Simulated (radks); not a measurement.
Charge is removed step by step from the 3s1/2 level of the dysprosium ion Dy50+, starting from [Ne] 3s2 3p4. Calculated with a radial shooting solver on a logarithmic mesh with Libxc functionals: Dirac Kohn-Sham, BLYP, spin-unpolarised, spherical densities, point nucleus; open shells fill j = l - 1/2 first.

removed (e)  E - E(0) (eV)  eigenvalue (eV)  E minus straight line (eV)
0                    0.000          -4829.1                       0.000
0.25                1210.6          -4855.8                     -10.026
0.5                 2427.9          -4882.5                     -13.370
0.75                3651.9          -4909.3                     -10.028
1                   4882.5          -4936.0                       0.000

Removing the whole electron costs 4882.5 eV by Delta-SCF, against 4829.1 eV from minus the eigenvalue at the starting occupation. Slater's transition state (half an electron removed) gives 4882.5 eV. Integrating minus the eigenvalue over the occupation (Janak's theorem) gives 4882.5 eV. The mean slope of the eigenvalue, de/dn, is 107 eV per electron.
